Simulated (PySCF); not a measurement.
**Which determinant of BPb⁺ lies lowest?**

Unrestricted PBE0; PySCF, scalar-relativistic core potentials, basis sets B def2-SVP, Pb def2-SVP with ECP60. Outer shells of the fragments: B 2s2 2p1; Pb+ 5d10 6s2 6p1.

Followed along the bond (rough minima from three points):

```json
{"2Ms+1": "3", "unpaired": "σ ↑, π ↑", "⟨S²⟩ at the start": "2.00", "R at minimum (Å)": "2.47", "Te (eV)": "0.00"}
{"2Ms+1": "1", "unpaired": "σ ↑, π ↓", "⟨S²⟩ at the start": "1.01", "R at minimum (Å)": "2.48", "Te (eV)": "0.20"}
{"2Ms+1": "3", "unpaired": "π ↑↑", "⟨S²⟩ at the start": "2.02", "R at minimum (Å)": "2.26", "Te (eV)": "0.42"}
{"2Ms+1": "1", "unpaired": "π ↑↓", "⟨S²⟩ at the start": "1.00", "R at minimum (Å)": "2.27", "Te (eV)": "0.65"}
{"2Ms+1": "1", "unpaired": "none", "⟨S²⟩ at the start": "0.19", "R at minimum (Å)": "2.38", "Te (eV)": "1.30"}
```

Solutions found at the starting distance of 2.310 Å, counted from the lowest of them; the search is not exhaustive and high or unbound solutions are not listed, so other states can lie among these:

```tsv
2Ms+1	unpaired	term	E (eV)	⟨S²⟩	⟨Lz²⟩	μ (D)
3	σ ↑, π ↑	³Π	0.00	2.00	1.00	-1.31
1	σ ↑, π ↓	mixed	0.21	1.01	1.00	-1.40
3	π ↑↑	³Σ⁻	0.36	2.02	0.00	-1.26
1	π ↑↓	mixed	0.57	1.00	2.01	-1.30
1	none	mixed	1.23	0.19	2.00	-1.70
1	none	¹Σ⁺	1.31	0.00	0.00	0.01
3	π ↑↑	mixed	2.42	2.03	2.01	-2.85
3	σ ↑↑, π ↑↓	mixed	3.45	3.01	2.00	-1.07
3	σ ↑↑	mixed	3.87	2.50	2.00	-1.45
3	σ ↑↑	³Σ⁺	5.69	2.00	0.00	-4.98
3	σ ↑↑↑, π ↓	mixed	9.30	3.00	1.00	-4.90
```

A term symbol is given only where ⟨S²⟩ and ⟨Lz²⟩ are close to those of a pure state; real π, δ and φ orbitals otherwise mix terms. A positive dipole points towards Pb; it is taken about the centre of mass and depends on that origin.

Spin–orbit coupling is left out, which matters for elements this heavy, above all for dissociation energies.
